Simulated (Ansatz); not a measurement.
BaF2 (SMILES [F][Ba][F]), singlet, at a GFN2-xTB geometry (such geometries of metal compounds can be far from the true shape) (core potentials on Ba); HF/def2-SVPD (Ansatz, an electronic-structure program).

Ansatz was given this input:
Ansatz 0.2 input:
```yaml
crystal:
  periodic: [false, false, false]
  atoms:
    - {symbol: Ba, position_ang: [0.18650156, 0.20127267, 0.18654445]}
    - {symbol: F, position_ang: [-0.80048008, 0.58592680, -1.66796607]}
    - {symbol: F, position_ang: [-0.35997410, -1.83829010, 0.50724504]}
basis:
  gaussian:
    orbitals: def2-SVPD
hamiltonian:
  xc: hf
accuracy: high
```

Predict the main parts of the log of this Ansatz run.


```
Functional definition: HF
1451 factors; integrals over basis functions are off by at most 1.9e-7 eV
mean field evaluation 1: about -6089.1684 eV, gradient 5.3e1 eV
mean field evaluation 2: about -6089.1707 eV, gradient 5.3e1 eV
mean field evaluation 4: about -6094.2068 eV, gradient 1.3e0 eV
mean field evaluation 8: about -6094.2148 eV, gradient 4.7e-5 eV
mean field -6094.21476151 eV, -223.9582616784 hartree, gradient 1.5e-8 eV, S^2 0.000000; 0 other end points of the search recorded, 0 dependent functions left out
reference -6094.21476151 eV, -223.9582616784 hartree; 14, 14 occupied and 65, 65 virtual orbitals, 1451 factors
Total energy: -6094.21476151 eV, -223.9582616784 hartree
```
